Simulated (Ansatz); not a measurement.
```yaml
crystal:
  periodic: [false, false, false]
  atoms:
    - {symbol: C, position_ang: [-1.194294, -0.391486, 1.113537]}
    - {symbol: B, position_ang: [-0.041159, -0.166912, 0.181306]}
    - {symbol: C, position_ang: [0.935846, -1.331814, -0.227295]}
    - {symbol: Si, position_ang: [0.255078, 1.578831, -0.856527]}
    - {symbol: F, position_ang: [-0.697605, 2.777750, -0.309491]}
    - {symbol: H, position_ang: [-2.052474, -0.491473, 0.529437]}
    - {symbol: H, position_ang: [-1.054475, -1.132005, 1.820169]}
    - {symbol: H, position_ang: [-1.405799, 0.551916, 1.748957]}
    - {symbol: H, position_ang: [0.494461, -2.302353, -0.044205]}
    - {symbol: H, position_ang: [1.404236, -1.381384, -1.222378]}
    - {symbol: H, position_ang: [1.699128, -1.292905, 0.545354]}
    - {symbol: H, position_ang: [1.666298, 2.067587, -0.696209]}
    - {symbol: H, position_ang: [-0.051547, 1.474659, -2.285807]}
basis:
  gaussian: {orbitals: def2-SVPD}
hamiltonian: {xc: {name: PBEsol}, dispersion: d3bj}
scf: {lower_state_search: full}
```

```sh
$ ansatz run in.yaml --threads 4 --pin off --events-out ev --progress --plain --max-ram 10444MiB
```

It prints (some lines left out):

```
Functional definition: PBEsol
1422 factors; their error is unknown
mean field evaluation 1: about -13409.2329 eV, gradient 7.7e1 eV
mean field evaluation 2: about -13387.4990 eV, gradient 1.2e2 eV
mean field evaluation 4: about -13422.5922 eV, gradient 9.8e0 eV
mean field evaluation 8: about -13422.7731 eV, gradient 1.7e-1 eV
mean field evaluation 16: about -13422.7251 eV, gradient 2.1e-4 eV
mean field -13422.72513908 eV, -493.2760506112 hartree, gradient 2.8e-5 eV, S^2 0.000000; 0 other end points of the search recorded, 0 dependent functions left out
reference -13422.72519762 eV, -493.2760527625 hartree; 24, 24 occupied and 147, 147 virtual orbitals, 1422 factors
Total energy: -13422.82968540 eV, -493.2798926176 hartree
```

Run time 1.1 s (4 threads of an Intel Xeon Platinum 8488C on a shared host); peak host memory 0.57 GiB.
